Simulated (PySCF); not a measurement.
**Bonding in BCl2(OH)**

Compound: BCl2(OH).
Cartesian coordinates in Å at the PBE0-D3(BJ)/def2-SVP level; atoms count from 1:
```xyz
5
BCl2HO angstrom
B      0.255    0.167   -0.063
Cl     1.976    0.327   -0.337
Cl    -0.786    1.591   -0.147
O     -0.245   -1.045    0.206
H     -1.200   -1.040    0.340
```

Bond orders from the PBE0/pcSseg-1 density (PySCF). The structure is a single PBE0-D3(BJ)/def2-SVP conformer in the gas phase; no vibrational or solvent corrections.

Task: Set the Mayer orders of the bonds beside their lengths.

Result: 
| bond | length (Å) | Mayer order |
| --- | --- | --- |
| B1–Cl2 | 1.750 | 1.107 |
| B1–Cl3 | 1.766 | 1.087 |
| B1–O4 | 1.338 | 1.319 |
| O4–H5 | 0.964 | 0.918 |

By pair of heavy elements: B–Cl: lowest B1–Cl3 (1.087, 1.766 Å), highest B1–Cl2 (1.107, 1.750 Å).

Task: Sum the orders of all bonds at each heavy atom with more than one neighbour.

Result: B1 3.513, O4 2.237. Orders between atoms that aren't bonded are not in these sums.

Mayer orders depend on the basis set.
